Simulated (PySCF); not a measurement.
SMILES Cl[Se][GeH3] (H3ClGeSe), singlet, PBE0/def2-SVP optimised geometry.

```
6

Se    -0.24    -1.46     0.00
Cl     1.96    -1.46     0.00
Ge    -0.44     0.90     0.00
H      0.22     1.46    -1.27
H     -1.96     1.16     0.00
H      0.23     1.46     1.27
```

Density from PySCF 2.14.0 with PBE0/def2-TZVP at that geometry.

Minimum of the electron density along straight lines between bonded atoms, close to the bond critical point (lines longer than 1.1 times the sum of covalent radii, or with two minima, are not listed):

```
bond     length / Å  ρ at the minimum / e bohr⁻³  ∇²ρ there / e bohr⁻⁵  position (fraction from the first atom)
-------  ----------  ---------------------------  --------------------  ---------------------------------------
Se1–Cl2       2.202                            …                 -0.01                                     0.46
Se1–Ge3       2.368                            …                 -0.01                                     0.57
Ge3–H4        1.535                        0.135                  0.04                                     0.59
Ge3–H5        1.539                        0.133                     …                                     0.59
Ge3–H6        1.535                        0.135                  0.04                                     0.59
```

**Question.** Complete the blanks.

**Answer.** 
- Se1–Cl2, ρ at the minimum / e bohr⁻³: 0.113
- Se1–Ge3, ρ at the minimum / e bohr⁻³: 0.091
- Ge3–H5, ∇²ρ there / e bohr⁻⁵: 0.05
